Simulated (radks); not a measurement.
Tm II, 68 electrons, occupied as [Xe] 4f12.5 5d0.5 6s1 (fractional occupations, a model configuration).

Calculated with a radial shooting solver on a logarithmic mesh with Libxc functionals: scalar-relativistic Kohn-Sham, LDA (Slater exchange, Perdew-Wang correlation), spin-polarised, spherical densities, finite nucleus; open shells are filled with parallel spins first (spin-orbit coupling, left out, can overturn this in heavy ions); Fermi nuclear charge, rms radius 5.2256 fm.

Energy parts (eV):
| part | energy |
|---|---|
| total | -368912.20 |
| kinetic | 400794.77 |
| electron-nucleus | -906210.20 |
| Hartree | 144023.48 |
| exchange-correlation | -7520.25 |

Orbitals (lengths in bohr, moments of r in powers of bohr; r(90%) holds 90 % of the orbital's charge):
| orbital | occ. | eigenvalue (eV) | <1/r> | r(90%) |
|---|---|---|---|---|
| 1s up | 1 | -59232.61 | 79.00 | 0.0363 |
| 1s down | 1 | -59232.60 | 79.00 | 0.0363 |
| 2s up | 1 | -10003.56 | 18.41 | 0.132 |
| 2s down | 1 | -10003.51 | 18.41 | 0.132 |
| 2p up | 3 | -8839.007 | 16.96 | 0.123 |
| 2p down | 3 | -8838.968 | 16.96 | 0.123 |
| 3s up | 1 | -2256.182 | 6.792 | 0.324 |
| 3s down | 1 | -2255.488 | 6.793 | 0.324 |
| 3p up | 3 | -1903.406 | 6.337 | 0.330 |
| 3p down | 3 | -1902.714 | 6.339 | 0.330 |
| 3d up | 5 | -1466.397 | 6.007 | 0.311 |
| 3d down | 5 | -1465.853 | 6.008 | 0.311 |
| 4s up | 1 | -452.6830 | 2.875 | 0.716 |
| 4s down | 1 | -451.3141 | 2.875 | 0.716 |
| 4p up | 3 | -336.5979 | 2.627 | 0.769 |
| 4p down | 3 | -335.2536 | 2.627 | 0.769 |
| 4d up | 5 | -182.2793 | 2.322 | 0.859 |
| 4d down | 5 | -180.9651 | 2.321 | 0.860 |
| 4f up | 7 | -13.6624 | 1.721 | 1.35 |
| 4f down | 5.5 | -12.4537 | 1.714 | 1.36 |
| 5s up | 1 | -62.7327 | 1.088 | 1.77 |
| 5s down | 1 | -61.9425 | 1.086 | 1.77 |
| 5p up | 3 | -35.8334 | 0.8992 | 2.15 |
| 5p down | 3 | -35.0967 | 0.8991 | 2.14 |
| 5d up | 0.5 | -7.9383 | 0.4990 | 4.20 |
| 5d down | 0 | -7.0090 | 0.5026 | 4.25 |
| 6s up | 1 | -10.2507 | 0.3649 | 4.99 |
| 6s down | 0 | -9.1639 | 0.3594 | 5.14 |

The highest occupied level is 5d up at -7.938 eV. The configuration is held as typed, so some empty levels lie below it. The electron density at the nucleus is 9.982e+05 e/bohr^3 (large components only). Spin moment in Bohr magnetons: 3. The density falls to 0.001 e/bohr^3 at r = 4.41 bohr.
